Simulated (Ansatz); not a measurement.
A thermochemical cycle in electronic energies (no zero-point or thermal terms), species as SMILES, kcal/mol. Geometries: B3LYP-D3(BJ)/def2-TZVP minima from Ansatz (a program for electronic structure). Valence correlation only, unless marked. Open shells are spin-unrestricted. No spin-orbit coupling. No relativistic terms. CBS(X,Y): correlation extrapolated as X^-3; Hartree-Fock from the larger set. The bracket is a focal-point correction in the basis named. Anions need diffuse functions, of which def2-TZVPD holds fewer than the aug- sets.

| step | RI-MP2/CBS(aug-cc-pV(T+d)Z,aug-cc-pV(Q+d)Z)+[CCSD(T)-MP2]/aug-cc-pV(T+d)Z (Ansatz) | wB97M-V/def2-TZVPD (Ansatz) |
|---|---|---|
| bond energy D: C[SiH2]C [dimethylsilane] -> C[SiH]C + H atom | 98.7 | 98.8 |
| electron affinity EA, positive where the anion is bound: C[SiH]C + e- → C[SiH-]C | 21.8 | 20.8 |
| ionisation of the H atom at the same level, IE | 313.7 | 310.1 |

Question: Find the deprotonation energy A: C[SiH2]C → C[SiH-]C + H+.

Answer: Breaking the bond, ionising the H atom and attaching the electron to the radical add up to the deprotonation, A = D + IE - EA. At RI-MP2/CBS(aug-cc-pV(T+d)Z,aug-cc-pV(Q+d)Z)+[CCSD(T)-MP2]/aug-cc-pV(T+d)Z: A = D + IE - EA = 98.7 + 313.7 - 21.8 = 390.6. At wB97M-V/def2-TZVPD: A = D + IE - EA = 98.8 + 310.1 - 20.8 = 388.1. The functional differs from the first level by +0.1 in D, -1.0 in EA and -2.5 in A; for EA and A the gap mixes functional and basis. The site is the one shown; other sites or isomers of the anion may lie lower.
